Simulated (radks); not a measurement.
Initial-state core-level shifts of neutral tin when its valence configuration changes from [Kr] 4d10 5s2 5p2. Calculated with a radial shooting solver on a logarithmic mesh with Libxc functionals: Dirac Kohn-Sham, BLYP, spin-unpolarised, spherical densities, finite nucleus; open shells fill j = l - 1/2 first; Fermi nuclear charge, rms radius 4.6519 fm. Shifts are changes of the shell-averaged eigenvalues in eV (positive: less bound); the change of the density at the nucleus, which sets a Mossbauer isomer shift, is in e/bohr^3, on a base of 1.912e+05.

| valence | 2s | 2p | 3p | 4s | density at nucleus |
|---|---|---|---|---|---|
| 4d10 5s1.5 5p2.5 | -0.819 | -0.818 | -0.826 | -0.827 | -17.82 |
| 4d9 5s2 5p3 | -8.128 | -8.101 | -7.868 | -6.922 | +19.80 |
| 4d10 5p4 | -3.095 | -3.090 | -3.128 | -3.127 | -76.64 |
| 4d10 5s1 5p3 | -1.604 | -1.602 | -1.620 | -1.620 | -36.57 |
| 4d8 5s2 5p4 | -16.552 | -16.494 | -15.949 | -13.837 | +40.44 |
| 4d9 5s1 5p4 | -9.610 | -9.579 | -9.363 | -8.404 | -22.98 |
| 4d9.5 5s0.5 5p4 | -6.297 | -6.279 | -6.200 | -5.744 | -51.02 |
| 4d8 5p6 | -19.285 | -19.216 | -18.709 | -16.542 | -59.88 |
